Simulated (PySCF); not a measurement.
Computed with B3LYP-D3(BJ)/def2-TZVP run with PySCF. Gas-phase values, no solvent. B3LYP has the VWN-RPA correlation part, as in Gaussian. 

Reference species (SMILES): `C=C=C=C` (neutral, multiplicity 1).

- LUMO = -1.81 eV
- HOMO = -6.88 eV

Changed species: `C1=CC=C1`.

Question: What does the change do to the LUMO and HOMO?

Answer: the LUMO is nearly the same; the HOMO rises by 1.48 eV, to -5.40 eV.
